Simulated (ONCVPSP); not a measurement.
## An all-electron radial function and its pseudo partner (boron (B))

Columns: radius, all-electron u(r) and pseudo u(r) of the 2p shell (level -8.01 eV) of boron in the configuration [He] 2s2 2p0.5; PBEsol, scalar-relativistic, ONCV scheme, ONCVPSP 4.0.1.

| r (bohr) | all-electron | pseudo |
| --- | --- | --- |
| 0.180 | 0.0814 | 0.0260 |
| 0.360 | 0.2252 | 0.0995 |
| 0.540 | 0.3636 | 0.2087 |
| 0.720 | 0.4767 | 0.3364 |
| 0.900 | 0.5625 | 0.4641 |
| 1.080 | 0.6219 | 0.5753 |
| 1.260 | 0.6566 | 0.6585 |
| 1.440 | 0.6704 | 0.7081 |
| 1.620 | 0.6676 | 0.7247 |
| 1.800 | 0.6521 | 0.7135 |
| 1.980 | 0.6273 | 0.6821 |
| 2.160 | 0.5961 | 0.6384 |
| 2.340 | 0.5606 | 0.5894 |
| 2.520 | 0.5229 | 0.5400 |
| 2.700 | 0.4843 | 0.4931 |
| 2.880 | 0.4459 | 0.4496 |
| 3.060 | 0.4085 | 0.4098 |
| 3.240 | 0.3728 | 0.3731 |
| 3.420 | 0.3391 | 0.3392 |
| 3.600 | 0.3076 | 0.3076 |
| 3.780 | 0.2784 | 0.2784 |
| 3.960 | 0.2514 | 0.2514 |
| 4.140 | 0.2266 | 0.2266 |
| 4.320 | 0.2038 | 0.2038 |
| 4.500 | 0.1831 | 0.1831 |
| 4.680 | 0.1642 | 0.1642 |

**Question.** How many radial nodes do the two functions have?

**Answer.** The all-electron 2p function has n − l − 1 = 0; the pseudo-wave has 0.

**Question.** At about which radius was the pseudo-wave matched?

**Answer.** 3.60 bohr. The columns agree to 0.0005 from 3.24 bohr on; several derivatives are matched, so the curves merge somewhat inside the radius.

**Question.** Where does each function peak?

**Answer.** Outermost all-electron maximum near 1.44 bohr, pseudo maximum near 1.62 bohr (to the table’s step).

**Question.** Is the pseudo-wave norm-conserving?

**Answer.** Yes: the ONCV scheme keeps the norm inside the radius equal to the all-electron one, which fixes the energy derivative of the logarithmic derivative at the level.
